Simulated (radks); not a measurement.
Values are calculated unless marked as measured or tabulated.
Removal energies from the zirconium ion Zr9+, [Ar] 3d10 4s2 4p(1/2: 1, 3/2: 0), by Delta-SCF beside the eigenvalue of the level emptied. Code: a radial shooting solver on a logarithmic mesh with Libxc functionals. Model: Dirac Kohn-Sham, PBE, spin-unpolarised, spherical densities, finite nucleus; Fermi nuclear charge, rms radius of each element as measured or else 0.836 A^(1/3) + 0.57 fm. Sub-shells are occupied by j as written (lower j first in brackets).

removed from                             final configuration  Delta-SCF (eV)  -eigenvalue (eV)
4p1/2                                          [Ar] 3d10 4s2          172.20            162.60
4s1/2                       [Ar] 3d10 4s1 4p(1/2: 1, 3/2: 0)          196.82            186.70
3d5/2         [Ar] 3d(3/2: 4, 5/2: 5) 4s2 4p(1/2: 1, 3/2: 0)          347.10            325.19
3d3/2         [Ar] 3d(3/2: 3, 5/2: 6) 4s2 4p(1/2: 1, 3/2: 0)          349.77            327.75
